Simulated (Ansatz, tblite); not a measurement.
Cost and result up the ladder for GeH2MeBr (CH₅BrGe) (8 atoms). Total charge 0; singlet. Geometry: PBE0-D4/def2-SVP.

```xyz
8

Ge    0.282   -0.778    0.305
H    -0.816   -1.768    0.728
H     1.395   -0.717    1.365
C    -0.426    0.975   -0.133
H    -0.928    1.407    0.747
H    -1.151    0.892   -0.954
H     0.390    1.643   -0.444
Br    1.253   -1.654   -1.614
```

Ansatz on 4 threads of Arm Neoverse V2 on a shared host; xTB runs through tblite on one thread. Times are rough, summed over both states, and most runs start from the orbitals of an earlier one. PBE0-D4/def2-TZVP serves as the yardstick here, not as an exact answer. The other state is a doublet.

The xTB rows come from tblite. HOMO above LUMO, or a gap near zero within one spin, warns that the state may not be the lowest or that an electron is smeared out.

Raw xTB energies of ions are shifted by several eV.

| level | functions | wall time | vertical IE (eV) | difference from PBE0-D4/def2-TZVP (eV) | remarks |
| --- | --- | --- | --- | --- | --- |
| GFN2-xTB | 27 | 0.007 s | 14.53 | 4.27 | – |
| GFN1-xTB | 32 | 0.008 s | 15.08 | 4.83 | – |
| PBE-D4/def2-TZVP | 157 | 4.8 s | 9.97 | -0.28 | gap within one spin near zero (+1 doublet) |
| PBE0-D4/def2-TZVP (with forces) | 157 | 8.6 s | 10.25 | 0.00 | – |
| r2SCAN-D4/def2-TZVP | 157 | 12 s | 10.15 | -0.10 | – |
